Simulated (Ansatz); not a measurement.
`CO[SiH2][O][GeH3]` → `O[SiH2][CH2][GeH2][OH]`  (isomerisation)

Gas-phase electronic energies from Ansatz, PBE0-D4/def2-TZVP geometries. CCSD(T)/CBS is the MP2 limit (def2-TZVPP, def2-QZVPP) plus CCSD(T) − MP2 in def2-TZVPP, frozen cores. Functionals use def2-TZVPP. B3LYP here is the variant with VWN-RPA as its local correlation; programs differ in this. For Ge outer-core shells are correlated without core-valence functions, which leaves a few kJ/mol of doubt a bond. Scalar relativity is left out up to krypton. One conformer a species, not always the lowest.

```
             level  ΔE (eV)
          B3LYP-D4     0.16
            B2PLYP     0.15
              PBE0     0.02
     HF/def2-TZVPP     0.51
SCS-MP2/def2-TZVPP     0.12
CCSD(T)/def2-TZVPP     0.06
     HF/def2-QZVPP     0.54
      HF/CBS(def2)     0.55
```

(1) What does CCSD(T)/CBS give? (An estimate is asked.)

Largest T1 diagnostic among the species: 0.012.

Answers

(1) The calculation gave: +0.02 eV. The listed levels differ from it by 0.14, 0.13, 0.00, 0.49, 0.10, 0.04, 0.52, 0.53 eV.

The D4 term adds −0.05 eV with B3LYP and −0.02 eV with PBE0; it sums over pairs of atoms, weighted by their polarisabilities, and B3LYP, whose exchange is more repulsive, gets the larger term. In def2-TZVPP, CCSD(T) changes the Hartree–Fock value by −0.45 eV (the triples alone add −0.05 eV) and MP2 by −0.53 eV. From PBE to PBE0 (25 % exact exchange), in def2-TZVPP and without D4, ΔE moves by +0.04 eV.
